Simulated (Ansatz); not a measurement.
Gas-phase electronic energies from Ansatz, PBE0-D4/def2-TZVP geometries. CBS: MP2 limit from def2 TZ/QZ plus the TZ coupled-cluster correction, frozen cores. This one scheme is used for every species. Functionals use def2-TZVPP. Each species was taken in one conformer, which may not be the lowest.

`FC(F)C[SiH3]` → `F[C]F` + `C[SiH3]`  (formal loss of a carbene)

```csv
level,ΔE (kJ/mol)
BLYP-D4,229.1
PBE,245.0
```

Task: What does CCSD(T)/CBS give? (Best estimate.)

Result: Ansatz gave: +249.8 kJ/mol. The listed levels differ from it by -20.7, -4.8 kJ/mol.

Largest T1 diagnostic among the species: 0.017.

Leaving LDA and LC-ωPBE aside and taking each functional with its dispersion term where it has one, the values, not all of them listed here, spread over 39.5 kJ/mol, from BLYP-D4 to PBE-QIDH. LDA lies +54.8 kJ/mol from PBE without D4. From r2SCAN to r2SCAN0 (25 % exact exchange), in def2-TZVPP and without D4, ΔE moves by +8.8 kJ/mol. The D4 term adds +11.2 kJ/mol with B3LYP and +6.1 kJ/mol with PBE0; it sums over pairs of atoms, weighted by their polarisabilities, and B3LYP, whose exchange is more repulsive, gets the larger term.

CCSD(T)/CBS has its own doubt, a few kJ/mol and more with outer-core shells, so smaller differences from it don't rank the levels.

B3LYP here is the variant with VWN-RPA as its local correlation; programs differ in this.
